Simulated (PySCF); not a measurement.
Geometry:
```csv
atom,x (Å),y (Å),z (Å)
Mo1,0.000,0.000,0.032
S2,0.002,-0.011,2.092
Cl3,2.217,0.008,-0.536
Cl4,-0.006,2.223,-0.516
Cl5,-2.218,-0.004,-0.533
Cl6,0.006,-2.217,-0.539
```

Geometry: PBE0-D3(BJ)/def2-SVP; GIAO absolute shieldings from PySCF, gas phase, scalar relativity only through the core potential, averaged over equivalent atoms.

At PBE0/pcSseg-1 (def2-TZVP on Mo) (160 basis functions, 15 s wall time on 1 thread of an x86-64 server CPU, shared host):
```json
{"atoms": "S2", "σ (ppm)": "-979.4"}
{"atoms": "Cl3/Cl4/Cl5/Cl6", "σ (ppm)": "83.7"}
```

Question: Estimate the result of repeating the calculation with KT2/pcSseg-1 (def2-TZVP on Mo).

Answer: 
```csv
atoms,σ at KT2/pcSseg-1 (def2-TZVP on Mo),change
S2,-652.6,+326.8
Cl3/Cl4/Cl5/Cl6,56.6,-27.1
```

The largest change is at S2 (sulfur bonded to Mo). Cost: 160 basis functions, 23 s wall time on 1 thread of an x86-64 server CPU, shared host.

Mo is described by an effective core potential, so it has no shielding of its own here; spin–orbit effects on the atoms bonded to it, which can be large, are absent, and the values of these neighbours are rough.
